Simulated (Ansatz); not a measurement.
Geometry optimisation, RKS PBE0/def2-SVP in Ansatz 0.2.0.

Input file:

```yaml
crystal:
  periodic: [false, false, false]
  atoms:
    - { symbol: "N", position_ang: [-1.7616, 1.7803, 1.1179] }
    - { symbol: Si, position_ang: [-0.9125, 0.3804, 0.983] }
    - { symbol: Si, position_ang: [0.5392, 0.3214, -0.819] }
    - { symbol: F, position_ang: [-0.1282, 0.6632, -2.1769] }
    - { symbol: Si, position_ang: [1.4098, -1.8237, -0.804] }
    - { symbol: H, position_ang: [-2.3627, 1.9841, 0.2614] }
    - { symbol: H, position_ang: [-1.168, 2.6337, 1.1891] }
    - { symbol: H, position_ang: [-1.8621, -0.6924, 0.8653] }
    - { symbol: H, position_ang: [-0.1609, 0.2705, 2.2992] }
    - { symbol: H, position_ang: [1.645, 1.3443, -0.5953] }
    - { symbol: H, position_ang: [2.3909, -2.0143, -1.8561] }
    - { symbol: H, position_ang: [0.3449, -2.8153, -0.9377] }
    - { symbol: H, position_ang: [2.0466, -2.0669, 0.4881] }
basis:
  gaussian: { orbitals: def2-SVP }
hamiltonian:
  xc: pbe0
relax:
  f_tol: 0.015
  max_steps: 40
```

Launched with:

```bash
$ ansatz run input.yaml --threads 2 --pin off --max-ram 3072MiB --backend cpu --events-out ev --progress --plain --runs-dir out
```

Question: Where does it end, and by what steps?

Answer: It converged. The force dipped under the threshold on the way, but the program's further checks kept it going. After 12 steps the energy has fallen by 0.632 eV; H6 moved furthest, 0.30 Å.

| step | energy less start (eV) | largest force component (eV/Å) | accepted |
| --- | --- | --- | --- |
| 0 | 0.0000 | 4.524 | yes |
| 1 | -0.4820 | 1.835 | yes |
| 2 | -0.5933 | 0.282 | yes |
| 3 | -0.6092 | 0.543 | yes |
| 4 | -0.6305 | 0.054 | yes |
| 5 | -0.6310 | 0.065 | yes |
| 6 | -0.6314 | 0.031 | yes |
| 7 | -0.6318 | 0.004 | yes |
| 8 | -0.6320 | 0.036 | yes |
| 9 | -0.6321 | 0.032 | yes |
| 10 | -0.6322 | 0.023 | yes |
| 11 | -0.6322 | 0.020 | yes |
| 12 | -0.6322 | 0.011 | yes |

```xyz
13
Properties=species:S:1:pos:R:3
N -1.801 1.998 1.107
Si -1.010 0.454 1.006
Si 0.560 0.206 -0.741
F -0.211 0.488 -2.167
Si 1.561 -1.920 -0.847
H -2.484 2.230 0.392
H -1.244 2.815 1.333
H -2.064 -0.590 0.824
H -0.273 0.205 2.285
H 1.642 1.238 -0.621
H 2.510 -2.023 -1.998
H 0.519 -2.984 -0.982
H 2.316 -2.152 0.425
```

The run took 48 s on 2 threads of Arm Neoverse V1 (shared host), peak memory 0.29 GiB.
